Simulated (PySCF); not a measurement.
ECD: `InChI=1S/CH11NSSi4/c1-2-6-3-5-7(6)4/h2,6-7H,5H2,1,4H3/t6-,7-/m0/s1`

Molfile (atoms numbered from 1):
```
CH11NSSi4
     RDKit          3D

 18 18  0  0  0  0  0  0  0  0999 V2000
    2.8474   -0.2170   -0.6539 C   0  0  0  0  0  0  0  0  0  0  0  0
    2.2234   -0.0287    0.6366 N   0  0  0  0  0  0  0  0  0  0  0  0
    0.5815    0.4465    0.8361 Si  0  0  1  0  0  4  0  0  0  0  0  0
    0.1226    2.4906    0.1279 S   0  0  0  0  0  0  0  0  0  0  0  0
   -1.2206    1.7697   -1.4155 Si  0  0  0  0  0  4  0  0  0  0  0  0
   -0.9633   -0.4569   -0.6872 Si  0  0  2  0  0  4  0  0  0  0  0  0
   -2.7908   -1.6451    0.0966 Si  0  0  0  0  0  4  0  0  0  0  0  0
    2.1557   -0.7442   -1.3081 H   0  0  0  0  0  0  0  0  0  0  0  0
    3.7503   -0.8193   -0.5442 H   0  0  0  0  0  0  0  0  0  0  0  0
    3.1171    0.7309   -1.1318 H   0  0  0  0  0  0  0  0  0  0  0  0
    2.8849    0.3381    1.3067 H   0  0  0  0  0  0  0  0  0  0  0  0
    0.4418    0.4931    2.2869 H   0  0  0  0  0  0  0  0  0  0  0  0
   -0.6853    2.2367   -2.6924 H   0  0  0  0  0  0  0  0  0  0  0  0
   -2.4996    2.4451   -1.2130 H   0  0  0  0  0  0  0  0  0  0  0  0
   -0.3025   -1.2655   -1.7413 H   0  0  0  0  0  0  0  0  0  0  0  0
   -3.3688   -2.4866   -0.9521 H   0  0  0  0  0  0  0  0  0  0  0  0
   -3.8536   -0.7519    0.5593 H   0  0  0  0  0  0  0  0  0  0  0  0
   -2.4488   -2.5292    1.2128 H   0  0  0  0  0  0  0  0  0  0  0  0
  1  2  1  0
  2  3  1  0
  3  4  1  0
  4  5  1  0
  5  6  1  0
  6  7  1  0
  6  3  1  0
  1  8  1  0
  1  9  1  0
  1 10  1  0
  2 11  1  0
  3 12  1  1
  5 13  1  0
  5 14  1  0
  6 15  1  6
  7 16  1  0
  7 17  1  0
  7 18  1  0
M  END
```

The calculation used TDDFT CAM-B3LYP/def2-SVPD circular dichroism and optical rotation, one conformer, gas phase in PySCF. Geometry: GFN2-xTB.

The molecule is flexible and this is one conformer; a measurement averages over conformers.

Q: What are the CIP labels of the stereocentres?

A: Si3 R, Si6 S.

Q: List the lowest 12 singlet excitations with oscillator and rotatory strengths.

A: Rotatory strengths R in 10⁻⁴⁰ esu² cm², velocity form and length form (origin at the centre of mass); f in length form.
```
state  E (eV)  λ (nm)      f  R (velocity)  R (length)                                    main
    1    5.21     238  0.006         -12.0       -12.0                          HOMO→LUMO 0.82
    2    5.36     231  0.023         +37.4       +37.2      HOMO→LUMO+1 0.42, HOMO−1→LUMO 0.39
    3    5.44     228  0.011          -4.6        -0.9    HOMO→LUMO+2 0.67, HOMO−1→LUMO+1 0.18
    4    5.48     226  0.004         -19.6       -23.1      HOMO−1→LUMO 0.39, HOMO→LUMO+1 0.37
    5    5.58     222  0.007         -35.3       -34.1  HOMO−1→LUMO+2 0.43, HOMO−1→LUMO+1 0.32
    6    5.74     216  0.014         +44.3       +44.2  HOMO−1→LUMO+2 0.39, HOMO−1→LUMO+1 0.31
    7    5.98     207  0.025         -29.7       -30.1    HOMO−2→LUMO 0.36, HOMO−2→LUMO+1 0.17
    8    6.12     202  0.003         +16.4       +15.9    HOMO−3→LUMO 0.43, HOMO−3→LUMO+1 0.17
    9    6.25     199  0.050          -4.2        -3.8    HOMO−2→LUMO+1 0.33, HOMO−2→LUMO 0.16
   10    6.39     194  0.061         -57.9       -62.6  HOMO−2→LUMO+2 0.39, HOMO−3→LUMO+1 0.18
   11    6.42     193  0.027         +15.6       +16.2    HOMO→LUMO+3 0.67, HOMO−2→LUMO+2 0.12
   12    6.50     191  0.016        +112.9      +113.4  HOMO−2→LUMO+1 0.27, HOMO−3→LUMO+2 0.21
```

Among the states computed, the strongest CD band (largest |R|) is state 12. The largest dissymmetry factor in size, g = 4R/(D+G), with D and G the electric and magnetic dipole strengths, is +0.072 for state 12 (velocity form, f = 0.015), among bands with |R| over 0.5. The mirror image has the same energies and oscillator strengths and all R with the opposite sign.
